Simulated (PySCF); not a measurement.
Compound: 5,5-difluoro-1,3-dioxane, C₄H₆F₂O₂.
Bonds: F1–C2, C2–F3, C2–C4, C4–O5, O5–C6, C6–O7, O7–C8, C2–C8. Hydrogens: H9, H10 on C4; H11, H12 on C6; H13, H14 on C8.

Theory: PBE0-D3(BJ)/def2-TZVP geometry optimisation, gas phase (PySCF).

(1) List the bond lengths, angles and torsions at this level.

## Answers

(1) 
```tsv
bond	length (bohr)	order
F1–C2, C2–F3	2.567	single
C2–C4, C2–C8	2.867	single
C4–O5, O7–C8	2.656	single
O5–C6, C6–O7	2.638	single
C4–H9, C8–H13	2.060	single
C4–H10, C8–H14	2.078	single
C6–H11	2.089	single
C6–H12	2.056	single
```

Bonds in one row agree within 0.02 bohr and their mean is given. Orders are formal, as drawn. A selection of angles:
```tsv
angle	degrees
F1–C2–F3	107.0
F1–C2–C4	110.0
C4–C2–C8	111.1
C2–C4–O5	110.2
C2–C4–H9	109.9
C2–C4–H10	108.1
O5–C4–H9	108.2
O5–C4–H10	111.1
H9–C4–H10	109.3
C4–O5–C6	111.2
O5–C6–O7	112.4
O5–C6–H11	109.6
O5–C6–H12	107.2
H11–C6–H12	110.8
```

Dihedral angles: F1–C2–C4–O5 73° (synclinal); C2–C4–O5–C6 55° (synclinal); C4–O5–C6–O7 -63° (synclinal); O5–C6–O7–C8 63° (synclinal); C6–O7–C8–C2 -55° (synclinal); F1–C2–C8–O7 -73° (synclinal).

The 6-membered ring C2–C4–O5–C6–O7–C8 has internal angles of 110.2° to 112.4° (sum 666°, against 720° for a flat polygon); it is puckered, 0.22 Å rms from its mean plane, widest ring torsion 63°. O5 (cyclic ether oxygen) is bent (angle 111.2°). Of the pairs four or more bonds apart, H10···H11 is among the closest relative to their van der Waals radii: 2.40 Å, 100 % of the sum of Bondi's values.

Point group: Cs (every atom within 0.08 Å of its image). Stationary, but not proved a minimum. The numbers are those of one conformer.
